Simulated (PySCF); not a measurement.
## Stationary points of HfOF₂

Method: PBE0/[Hf def2-TZVP with ECP60, O def2-TZVP, F def2-TZVP], scalar-relativistic core potentials, density fitting, no spin–orbit coupling, PySCF.

Relaxations began from a few typed shapes. The search is not exhaustive: other isomers or separated fragments can lie lower, and high-lying points may rest on an excited occupation.

| spin | group | bonds | angles | imaginary modes (cm⁻¹) | ΔE (kJ/mol) | ΔE with ZPE (kJ/mol) |
| --- | --- | --- | --- | --- | --- | --- |
| singlet | Cs | Hf–F 1.928 Å (×2), Hf–O 1.754 Å | F–Hf–F 116.9°, F–Hf–O 110.8° (×2) | none | 0.0 | 0.0 |
| singlet | C2v | Hf–F 1.944 Å (×2), Hf–O 1.756 Å | F–Hf–F 129.6°, F–Hf–O 115.2° (×2) | 87i | 6.9 | – |

The lowest minimum found is the singlet Cs: Hf–F 1.928 Å (×2), Hf–O 1.754 Å; F–Hf–F 116.9°, F–Hf–O 110.8° (×2).

Formally Hf is in oxidation state +4, d0. The polar-tensor charge on Hf, 2.44, is below the formal one.

For the lowest minimum: no spin–orbit coupling is included, which matters more the heavier the element.
